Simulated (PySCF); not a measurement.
# Two-component Hartree-Fock for Ga (gallium, neutral)

Start: [Ar] 3d10 4s1 4p2; 4s1/2 filled at m_j = +1/2; 4p3/2 filled at m_j = +1/2, +3/2. Calculated with PySCF 2.14 in x2c-SVPall-2c with one added diffuse shell each of s, p, d type (6s7p4d, 47 functions): generalised Hartree-Fock with the X2C-1e Hamiltonian and a Gaussian nucleus; one run each with spin-orbit coupling (SO) switched off, then screened by Boettger's factors. This is a chosen level, not necessarily the ground level.

```csv
spinor shell,electrons,"ε, spin-free (eV)","ε, screened SO (eV)",weight of nominal j (screened SO),"rms radius, screened SO (bohr)"
1s1/2,2,-10438.8,-10438.7,1.000,0.0561
2s1/2,2,-1341.7,-1341.7,1.000,0.236
2p1/2,2,-1164.1,-1183.1,1.000,0.209
2p3/2,4,-1164.1,-1154.9,1.000,0.212
3s1/2,2,-180.29,-180.32,1.000,0.700
3p1/2,2,-124.54,-127.21,0.999,0.730
3p3/2,4,-124.54,-123.29,1.000,0.740
3d3/2,4,-33.125,-33.470,0.987,0.895
4s1/2,1,-15.562,-15.572,0.999,2.58
4p3/2,2,-7.198,-7.183,0.824,3.42
```

(1) Where does 3d5/2 lie, and what is the 3d spin-orbit splitting (screened SO)?

| quantity | spin-free | screened SO |
| --- | --- | --- |
| E (hartree) | -1941.71336 | -1941.76192 |
| M_J | 5/2 | 5/2 |
| ⟨J²⟩ | 8.758 | 8.757 |
| ⟨L²⟩ | 2.005 | 2.008 |
| ⟨S²⟩ | 3.753 | 3.753 |

Each row is a mean over spinors that exchange with the open shell spreads, by up to 0.473 eV (3s1/2).

Rows whose weight is well below 1 are mixtures of j = l ± 1/2: exchange outweighs spin-orbit coupling there, and the label is only the starting occupation.

Without spin-orbit coupling the j labels of p, d and f shells carry no meaning; the spin-free column gives the mean over the occupied spinors of each nl shell.

Results:

(1) At -32.946 eV, 0.524 eV above 3d3/2.
